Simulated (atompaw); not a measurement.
Er: one change to a PAW (atompaw) potential, before and after

erbium (Er), PAW, made with atompaw 4.2.0.5 (LDA (PW92), scalar-relativistic). Core [Kr] 4d10, reference 4f12 5s2 5p6 5d0 6s2 6p0. Waves: 5s (bound): rc 1.35 bohr; 6s (bound): rc 2.50 bohr; 5p (bound): rc 2.20 bohr; 6p (bound, empty): rc 2.90 bohr; 5d (bound, empty): rc 2.90 bohr; 5d channel at 0.65 Ry: rc 2.90 bohr; 4f (bound): rc 0.85 bohr; 4f channel at 3.8 Ry: rc 0.85 bohr. Local part: bessel scheme, radius 2.55 bohr. Core correction: smooth core density matched at 1.55 bohr. Augmentation charge: sinc compensation charge, radius 2.85 bohr; PAW radius 2.90 bohr; waves and projectors: custom polynom vanderbiltortho.

All-electron outer shells of the reference configuration (LDA (PW92), scalar-relativistic, ld1.x):

| shell | level (eV) | outermost node (bohr) | outermost maximum (bohr) |
| --- | --- | --- | --- |
| 4p | -313.93 | 0.27 | 0.49 |
| 4d | -165.20 | 0.25 | 0.51 |
| 5s | -52.02 | 0.60 | 1.11 |
| 5p | -26.53 | 0.65 | 1.28 |
| 6s | -3.99 | 1.52 | 3.30 |
| 4f | -3.36 | – | 0.51 |
| 6p | -1.18 | 1.87 | 4.74 |
| 5d | -1.08 | 0.73 | 2.13 |

Change: reference 4f12 5s2 5p6 5d0 6s1.5 6p0.5.

Cutoffs: the cutoffs (Ry, on a coarse ladder) from which the occupation-weighted sum of valence levels, in a spherical-Bessel basis at the reference potential, stays within 10 and 1 mRy of its value at 400 Ry; they do not see the model core or the augmentation charge, which bear on the density cutoff.

**Question.** What does the change do?

**Answer.** The range in which the f phases agree narrows (upper end at the end of the scan → 1.5); neither file shows a bound ghost.

| quantity | base | changed |
| --- | --- | --- |
| cutoff, loose | 300 Ry | 300 Ry |
| cutoff, tight | over 300 Ry | over 300 Ry |
| bound ghosts | none | none |
| s: phases at 2.90 bohr within 0.05 rad from the reference energy up to (Ry; the scan ends near 5) | 4.0 | 4.0 |
| p: phases at 2.90 bohr within 0.05 rad from the reference energy up to (Ry; the scan ends near 5) | to the end of the scan | to the end of the scan |
| d: phases at 2.90 bohr within 0.05 rad from the reference energy up to (Ry; the scan ends near 5) | 2.7 | 2.6 |
| f: phases at 2.90 bohr within 0.05 rad from the reference energy up to (Ry; the scan ends near 5) | to the end of the scan | 1.5 |
| lowest overlap eigenvalue by channel | s 0.23, p 0.60, d 0.95, f 1.00 | s 0.25, p 0.61, d 0.95, f 1.00 |

 The cutoffs see the waves, projectors and local potential, not the compensation charge or the core.
